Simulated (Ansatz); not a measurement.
Conformers of CH7NOSi (`CO[SiH2]N`), each relaxed with PBE0-D4/def2-TZVP in Ansatz. CBS adds the triple-zeta coupled-cluster correction to the MP2 limit.

Not all of them had a frequency check.

Conformer A:

Cartesian coordinates in Å:
```
C 0.463 -0.485 1.595
O -0.724 -0.247 0.880
Si -0.758 0.598 -0.531
N 0.117 -0.065 -1.836
H 1.150 -1.126 1.030
H 0.983 0.450 1.839
H 0.209 -0.990 2.529
H -0.157 1.942 -0.307
H -2.198 0.642 -0.862
H 1.067 0.196 -2.034
H -0.151 -0.914 -2.304
```

Conformer B:

Z-matrix (Å, degrees):
```
C
O 1 1.407
H 1 1.097 2 111.7
H 1 1.091 2 108.5 3 119.3
H 1 1.097 2 111.7 3 -121.5
Si 2 1.648 1 122.1 3 61.4
N 6 1.701 2 112.5 1 179.0
H 6 1.488 2 108.4 1 59.2
H 6 1.488 2 108.6 1 -61.2
H 7 1.007 6 120.7 2 -73.1
H 7 1.007 6 120.6 2 74.2
```

Problem. Which is lowest in electronic energy at CCSD(T)/CBS (frozen core, def2 sets), and by how much? (Estimate.)

Solution. Computed: A; B lies 3.0 kJ/mol higher.

Problem. Give the energies relative to A (kJ/mol) with PBE0-D4/def2-TZVPP, B3LYP-D4/def2-TZVPP, ωB97M-V/def2-TZVPP, SCS-MP2/def2-TZVPP, MP2/def2-QZVPP, SCS-MP2/def2-QZVPP, CCSD/CBS(def2). (Best estimate.)

Solution. The calculation gave: 
```tsv
level	B
PBE0-D4/def2-TZVPP	2.7
B3LYP-D4/def2-TZVPP	3.1
ωB97M-V/def2-TZVPP	2.9
SCS-MP2/def2-TZVPP	2.4
MP2/def2-QZVPP	3.0
SCS-MP2/def2-QZVPP	2.7
CCSD/CBS(def2)	2.8
```

B3LYP here is the variant with VWN-RPA as its local correlation; programs differ in this.
